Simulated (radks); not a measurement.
The numbers below are computed, except where a source is named.
Task: Level of theory: Dirac Kohn-Sham, PBE, spin-unpolarised, spherical densities, point nucleus; open shells fill j = l - 1/2 first (a radial shooting solver on a logarithmic mesh with Libxc functionals). Each species is in its NIST ground configuration. Rank Lu4+, Os4+, Hg4+, Hf4+, Re4+, Pt4+, Ta4+, Au4+, Ir4+, W4+ by mean radius of the outermost orbital (bohr), largest first.

Result: Ta4+ 1.72, W4+ 1.64, Re4+ 1.58, Os4+ 1.52, Ir4+ 1.50, Pt4+ 1.45, Au4+ 1.40, Hg4+ 1.36, Lu4+ 1.35, Hf4+ 1.33.
